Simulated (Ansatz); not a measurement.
```yaml
crystal:
  periodic: [false, false, false]
  atoms:
    - {symbol: C, position_ang: [2.244316, -1.225073, -0.608309]}
    - {symbol: C, position_ang: [1.238678, -0.307076, 0.014338]}
    - {symbol: C, position_ang: [0.008188, -0.111339, -0.619585]}
    - {symbol: C, position_ang: [-0.977757, 0.793756, -0.215844]}
    - {symbol: C, position_ang: [-2.193848, 0.979335, -1.069315]}
    - {symbol: O, position_ang: [-0.938804, 1.510426, 0.830301]}
    - {symbol: Sn, position_ang: [0.388128, 1.313790, 2.537491]}
    - {symbol: O, position_ang: [-0.502399, -0.348737, 3.160561]}
    - {symbol: O, position_ang: [1.609003, 0.245020, 1.094900]}
    - {symbol: H, position_ang: [1.889677, -1.667473, -1.537827]}
    - {symbol: H, position_ang: [2.491329, -2.016259, 0.103850]}
    - {symbol: H, position_ang: [3.164681, -0.667167, -0.797146]}
    - {symbol: H, position_ang: [-0.165431, -0.653020, -1.538359]}
    - {symbol: H, position_ang: [-2.264868, 2.029732, -1.361809]}
    - {symbol: H, position_ang: [-2.180679, 0.353594, -1.960225]}
    - {symbol: H, position_ang: [-3.082429, 0.752943, -0.474958]}
    - {symbol: H, position_ang: [-0.746788, -0.982953, 2.482136]}
basis:
  gaussian: {orbitals: def2-TZVPD}
hamiltonian: {xc: {name: B3LYP-D3}}
```

```sh
$ ansatz run in.yaml --threads 4 --pin off --events-out ev --progress --plain --max-ram 66560MiB --backend cuda --devices 0, --max-vram 37GiB
```

**Question.** How does Ansatz answer? (An estimate is asked.)

**Answer.** Computed: The program refused the input.
```
Error: YAML parse error: error: line 23 column 19: hamiltonian.xc: no functional is named "B3LYP-D3"; the names, which are not case-sensitive, are SVWN5, SPW92, PBE, PBE0, PBEsol, revPBE, revPBE0, RPBE, rPW86-PBE, HSE06, wPBEh, LC-wPBE, HISS, HF, BLYP, B3LYP, B3LYP5, BHLYP, CAM-B3LYP, r2SCAN, r2SCANh, r2SCAN0, r2SCAN50, m-r2SCAN, B97, wB97, wB97X, wB97X-V, B97M-V, wB97M-V, B2PLYP, B2GP-PLYP, PBE0-DH, PBE-QIDH
21 | basis:
22 |   gaussian: {orbitals: def2-TZVPD}
23 | hamiltonian: {xc: {name: B3LYP-D3}}
```

HSE06 is defined as in plane-wave codes.
